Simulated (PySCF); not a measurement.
**Computed properties of C3H2O, SMILES C#CC=O**

C3H2O, SMILES C#CC=O. The structure is a stationary point at B3LYP-D3(BJ)/def2-SVP. The values are those of a single conformer. All values are computed for the isolated molecule unless a solvent is named; none is compared with measurement here.

**Structure.** The optimised structure has Cs symmetry. All 12 harmonic modes at B3LYP-D3(BJ)/def2-SVP (PySCF) are real, so it is a minimum. With heavy atoms numbered as in [CH:1]#[C:2][CH:3]=[O:4], the shortest bond between them is C3–O4 at 1.208 Å and the longest C2–C3 at 1.453 Å.

**Vibrations.** The strongest infrared lines (harmonic, unscaled, degenerate partners summed) lie at 1800 cm⁻¹ (184 km/mol, C 59 %, O 39 %), 961 cm⁻¹ (98 km/mol, C 85 %, H 13 %), 2926 cm⁻¹ (80 km/mol, H 92 %). The softest mode is at 217 cm⁻¹ and the zero-point energy is 23.4 kcal/mol.

**Electronic structure.** HF/def2-TZVPD (PySCF) places the frontier levels at -11.59 and 1.64 eV, a gap of 13.23 eV, and gives a dipole moment of 3.27 D and a mean polarisability of 37.8 bohr³. PBE/def2-TZVPD (PySCF) at the same geometry gives -6.54 and -3.31 eV, so its gap is 10.00 eV narrower. An orbital gap is neither the optical nor the fundamental gap.

**Excitations.** TDDFT-PBE0/def2-SVPD (PySCF) has S1 at 3.76 eV (330 nm, f = 0.000, dark); the most intense of the 10 singlets computed lies at 8.31 eV (f = 0.31). T1 (TDA) is at 3.12 eV. TDDFT-PBE/def2-SVPD (PySCF) puts S1 at 3.45 eV. No vertical singlet excitation falls in the visible range (under 3.1 eV).

**NMR.** GIAO shifts at HF/pcSseg-2 (PySCF) (non-relativistic, atoms alike by connectivity averaged): ¹³C from 78.2 to 185.7 ppm against TMS; ¹H from 4.1 to 9.1 ppm against TMS.

**Solvation.** SMD-ωB97X/def2-SVP (PySCF) gives -2.4 kcal/mol in water, -3.4 kcal/mol in ethanol, -4.6 kcal/mol in dichloromethane (1 M in both phases, gas-phase geometry); of these solvents dichloromethane holds the molecule best.
